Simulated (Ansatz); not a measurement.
Al6O15H12, a hydroxylated oxide cluster. The state is a triplet with charge 0. Geometry PBE-D4/def2-SVP, that of the neutral singlet; atoms count from 1.

```xyz
33

Al    0.9249   -1.3273    0.7209
Al   -1.2174    0.6644   -1.0906
Al   -0.2988    1.1311    2.2212
Al    0.4340   -1.0045   -2.3951
Al    1.9331    1.0352   -1.0961
Al   -2.0801   -1.4091    1.3354
O     2.4942   -2.0092    0.3772
O     1.1713    0.0858    1.9330
O     1.0272   -2.6346   -2.3688
O     3.1057    0.7123    0.1740
O     1.4375    2.6669   -1.2851
O     1.9533    0.0605   -2.7020
O     0.5476   -0.1666   -0.6985
O    -0.8866    1.6462    0.6044
O    -0.2222    2.3912    3.3771
O    -2.4888   -0.3723   -0.1619
O    -1.6369   -0.0857    2.5868
O    -0.5418   -2.1454    1.0697
O    -3.5361   -2.2168    1.7722
O    -1.3532    2.3170   -1.7508
O    -1.1467   -0.3502   -2.6004
H     2.4919   -2.5953   -0.4047
H     1.9864    0.5374    1.5156
H     0.3931   -3.3699   -2.3871
H     3.3654   -0.2418    0.2090
H     0.5103    2.7948   -1.6021
H     2.4339    0.2497   -3.5235
H    -0.8796    2.5824    0.3209
H     0.4749    2.4907    4.0419
H    -2.9565   -0.9044   -0.8374
H    -2.3512    0.2410    3.1645
H    -3.5187   -3.0959    2.1795
H    -1.5697    2.3227   -2.6993
```

Single mean-field runs in def2-TZVP are fitted with def2-universal-jkfit. At PBE0-D4/def2-TZVP a singlet of charge 0 lies 5.79 eV below the triplet at the same geometry.

Problem. Estimate the Mulliken populations of the heavy atoms from the PBE0/def2-TZVP orbitals of Ansatz.

Solution. 
| atom | charge (e) | spin (α − β) |
| --- | --- | --- |
| Al1 | 0.47 | 0.08 |
| Al2 | 0.45 | 0.09 |
| Al3 | 0.52 | 0.06 |
| Al4 | 0.37 | 0.45 |
| Al5 | 0.54 | 0.11 |
| Al6 | 0.52 | 0.02 |
| O7 | -0.60 | 0.00 |
| O8 | -0.41 | 0.00 |
| O9 | -0.52 | 0.03 |
| O10 | -0.60 | 0.00 |
| O11 | -0.55 | 0.00 |
| O12 | -0.41 | -0.02 |
| O13 | -0.41 | 0.04 |
| O14 | -0.44 | 0.00 |
| O15 | -0.56 | 0.00 |
| O16 | -0.36 | 0.00 |
| O17 | -0.42 | 0.00 |
| O18 | -0.36 | 0.00 |
| O19 | -0.58 | 0.00 |
| O20 | -0.54 | 0.09 |
| O21 | -0.07 | 0.82 |
Mulliken values depend strongly on the basis.

Problem. Where does the spin sit?

Solution. Summed by element: Al 0.81, O 0.95, H 0.24, of 2 unpaired in all. Largest on single atoms: O21 0.82, Al4 0.45, Al5 0.11.

Problem. And the Mayer bond orders between heavy atoms (over 0.3)?

Solution. Al1–O7 1.11 (1.75 Å); Al1–O8 0.68 (1.88 Å); Al1–O13 0.57 (1.87 Å); Al1–O18 1.15 (1.72 Å); Al2–O13 0.53 (1.99 Å); Al2–O14 0.57 (1.99 Å); Al2–O16 0.75 (1.89 Å); Al2–O20 1.07 (1.78 Å); Al2–O21 0.73 (1.82 Å); Al3–O8 0.81 (1.83 Å); Al3–O14 0.83 (1.80 Å); Al3–O15 1.26 (1.71 Å); Al3–O17 0.76 (1.85 Å); Al4–O9 1.14 (1.73 Å); Al4–O12 0.62 (1.88 Å); Al4–O13 0.68 (1.90 Å); Al4–O21 0.77 (1.72 Å); Al5–O10 1.03 (1.76 Å); Al5–O11 1.22 (1.72 Å); Al5–O12 0.68 (1.88 Å); Al5–O13 0.59 (1.88 Å); Al6–O16 0.67 (1.87 Å); Al6–O17 0.67 (1.87 Å); Al6–O18 1.16 (1.73 Å); Al6–O19 1.23 (1.72 Å).
